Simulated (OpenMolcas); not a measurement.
An atom or ion with 33 electrons was computed by XMS-CASPT2, IPEA 0.25 Eh, imaginary shift 0.1 Eh with spin-orbit coupling (OpenMolcas, ANO-RCC-VTZP, DKH2). The lowest levels that the run gave, each within 12 % of the measured value where one is at hand:

```
  J  Parity  E (cm⁻¹)      g
3/2     odd       0.0  1.999
3/2     odd     10930  0.815
5/2     odd     11160  1.200
1/2     odd     18720  0.666
3/2     odd     19020  1.322
```

Task: Which ion is it, and what are the configurations and terms?

Result: As (Z = 33, neutral; active space 3 electrons in 3 orbitals (4p)). J, parity and g give the terms where levels are pure, and mixed ones are named by the computed weights; the size of the splittings, set against known spectra of the 33-electron sequence, gives the charge. In order, with the measured energies in cm⁻¹ (NIST Handbook of Basic Atomic Spectroscopic Data): 4s² 4p³ ⁴S°_3/2, 4s² 4p³ ²D°_3/2 (10593), 4s² 4p³ ²D°_5/2 (10915), 4s² 4p³ ²P°_1/2 (18186), 4s² 4p³ ²P°_3/2 (18648).

CASPT2 does not keep the components of a term degenerate, so their means are used; among the terms shown or strongly mixed into the levels shown the widest spread is 1900 cm-1 (4s² 4p³ ²D°). With the s shell closed, the reference lacks s² → p² mixing. Computed and measured levels are paired by configuration, term and J; levels that our copy of the source lacks, or whose pairing is in doubt (as where it misses far off the trend of its configuration), stay unpaired and out of the deviations. Only configurations of the active space appear.

° marks odd parity.
